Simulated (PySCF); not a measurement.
# A small calculation by hand: oscillator strength and radiative lifetime

CH5ClGeO, SMILES C[O][GeH2][Cl].

Coordinates come from a PBE-D3(BJ)/def2-SVP optimisation. This is a generated structure with no PubChem entry under its InChIKey; it may be hypothetical. Other conformers were not sampled.

TDA-PBE0/def2-SVPD (PySCF) puts the first singlet state with f over 0.02 at 6.60 eV (vertical), with the transition dipole (-0.252, -0.056, -0.317) in atomic units.

### Question
Find the oscillator strength, the wavelength and the radiative lifetime that this transition would have in vacuum if emission retraced absorption.

### Answer

|μ|² = 0.1671 au, so |μ| = 1.04 D. ΔE = 6.60/27.211 = 0.2425 hartree. f = (2/3) ΔE |μ|² = 0.027 (the program prints 0.027).
λ = 1239.84/6.60 = 188 nm; ν = 53233 cm⁻¹.
Einstein's coefficient A = 0.6670 ν² f s⁻¹ (ν in cm⁻¹) = 5.1e7 s⁻¹, so τ = 1/A = 20 ns. This state is S1. The figure is the radiative limit of this one transition; relaxation, internal conversion, crossing to triplets and a medium change what is measured.
